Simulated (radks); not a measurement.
Results of a calculation; reference values are marked as such.
Question: Successive ionisation energies (eV) of one element, from differences of total energies of ions in their ground configurations, starting at charge 0: 6.471, 19.345, 35.869, 55.350, 77.326, 101.51, 127.71, 155.80, 185.66, 276.44, 307.87, 340.12, 373.12, 406.78, 440.97, 513.21, 547.25, 1405.2, 1509.2, 1615.7, 1724.4, 1835.1. Level of theory: Dirac Kohn-Sham, PBE, spin-unpolarised, spherical densities, point nucleus; open shells are shared between the two j in proportion to 2j + 1 (a radial shooting solver on a logarithmic mesh with Libxc functionals). Which element is it?

Answer: Cobalt (Z = 27). The first species listed is Co in [Ar] 3d7 4s2, the last Co21+ in [He] 2s2 2p2.
